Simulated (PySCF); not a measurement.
Compound: C₉H₁₂.
Structure used (PBE0-D3(BJ)/def2-SVP), in Å, numbered top down from 1:
```xyz
21
C9H12 angstrom
C      1.9257   -3.0475   -2.0573
C      1.8814   -1.7026   -1.5113
C      1.8363   -0.5773   -1.0515
C      1.8230    0.7484   -0.5353
C      0.7990    1.3066    0.1387
C     -0.4886    0.6501    0.4688
C     -0.9889    0.6702    1.9355
C     -2.4216    0.8662    1.4090
C     -1.8153    1.3520    0.0804
H      2.4374   -3.0649   -3.0327
H      2.4663   -3.7337   -1.3853
H      0.9118   -3.4523   -2.2026
H      2.7246    1.3463   -0.7130
H      0.9182    2.3426    0.4793
H     -0.4875   -0.3830    0.0868
H     -0.7668   -0.2090    2.5588
H     -0.6264    1.5689    2.4605
H     -3.0829    1.5538    1.9568
H     -2.9446   -0.0950    1.2882
H     -2.2905    1.0450   -0.8633
H     -1.6927    2.4471    0.0680
```

Computed, not measured: PBE0-D3(BJ)/def2-SVP geometry optimisation, gas phase (PySCF 2.14.0).

Take the most abundant isotopes and a rigid rotor. The values belong to one conformer with, in the numbering `[CH3:1][C:2]#[C:3]/[CH:4]=[CH:5]\[CH:6]1[CH2:7][CH2:8][CH2:9]1`, C4–C5–C6–C7 128°, C5–C6–C7–C8 142°, C6–C7–C8–C9 -20°, C7–C8–C9–C6 20°, C5–C6–C9–C8 -142°.

(1) What are A, B and C (GHz)?

(2) What kind of rotor is it?

(3) What does the inertial defect say?

(4) Where do the levels up to J = 5 lie, in MHz?

(5) Which types of transition are allowed, and where do some lines up to J = 4 fall?

Results:

(1) Ia = 160.11, Ib = 697.64, Ic = 776.09 u·Å²; 505379 MHz·u·Å²/I gives 3157, 724.4 and 651.2 MHz, that is A = 3.1565, B = 0.7244, C = 0.6512 GHz.

(2) A near-prolate asymmetric top. Ray's parameter κ = (2B − A − C)/(A − C) = -0.942; −1 is the prolate and +1 the oblate limit.

(3) Not planar: Δ = Ic − Ia − Ib = -81.65 u·Å². For a rigid frame Δ = −2 Σ m c², so Σ m c² = 40.83 u·Å² lies off the ab plane: 13.30 from hydrogen and 27.52 from heavier atoms. The atom farthest from that plane is 1.99 Å away.

(4) Above 0(0,0):
J = 1: 1(0,1) 1376, 1(1,1) 3808, 1(1,0) 3881
J = 2: 2(0,2) 4125, 2(1,2) 6486, 2(1,1) 6705, 2(2,1) 14002, 2(2,0) 14003
J = 3: 3(0,3) 8245, 3(1,3) 10502, 3(1,2) 10941, 3(2,2) 18128, 3(2,1) 18137, 3(3,1) 30473, 3(3,0) 30473
J = 4: 4(0,4) 13732, 4(1,4) 15854, 4(1,3) 16586, 4(2,3) 23630, 4(2,2) 23654, 4(3,2) 35979, 4(3,1) 35979, 4(4,1) 53257, 4(4,0) 53257
J = 5: 5(0,5) 20577, 5(1,5) 22542, 5(1,4) 23640, 5(2,4) 30504, 5(2,3) 30561, 5(3,3) 42862, 5(3,2) 42863, 5(4,2) 60138, 5(4,1) 60138, 5(5,1) 82353, 5(5,0) 82353

(5) The dipole components are |μa| = 0.12 D, |μb| = 0.66 D, |μc| = 0.00 D. Intensities carry the squares of the components, which stand as 0.03 : 1.00 : 0.00 (a : b : c). Some lines, for components of 0.1 D or more:

```tsv
type	branch	J(Ka,Kc)	MHz	lower level (cm⁻¹)
b	R	2(0,2) ← 1(1,1)	317	0.127
a	Q	3(1,2) ← 3(1,3)	439	0.350
a	R	1(0,1) ← 0(0,0)	1376	0.000
a	R	2(1,2) ← 1(1,1)	2678	0.127
a	R	3(0,3) ← 2(0,2)	4120	0.138
a	R	3(2,2) ← 2(2,1)	4127	0.467
a	R	3(2,1) ← 2(2,0)	4133	0.467
a	R	4(0,4) ← 3(0,3)	5486	0.275
a	R	4(2,3) ← 3(2,2)	5501	0.605
a	R	4(3,2) ← 3(3,1)	5506	1.016
a	R	4(1,3) ← 3(1,2)	5646	0.365
b	R	3(1,3) ← 2(0,2)	6376	0.138
b	Q	3(2,1) ← 3(1,2)	7196	0.365
b	R	4(1,4) ← 3(0,3)	7609	0.275
b	Q	3(2,2) ← 3(1,3)	7627	0.350
b	Q	4(2,3) ← 4(1,4)	7775	0.529
b	R	2(2,1) ← 1(1,0)	10121	0.129
b	R	3(2,2) ← 2(1,1)	11423	0.224
b	R	3(2,1) ← 2(1,2)	11651	0.216
b	Q	3(3,0) ← 3(2,1)	12336	0.605
b	R	4(2,3) ← 3(1,2)	12689	0.365
b	R	4(2,2) ← 3(1,3)	13152	0.350
b	R	3(3,1) ← 2(2,0)	16470	0.467
b	Q	4(4,1) ← 4(3,2)	17278	1.200
b	R	4(3,1) ← 3(2,2)	17850	0.605
```

No frequency check. No vibrational averaging or centrifugal distortion is included, and the geometry carries the error of its method. A rigid rotor knows nothing of internal rotation, which can split or shift real lines.

Hardware: one thread, Arm Neoverse V1 (aarch64), no GPU, shared host with 32 logical CPUs at a one-minute load of 27. Cost: 3.1 min of wall time, 0.87 GiB resident at most. These figures are those of the optimisation.
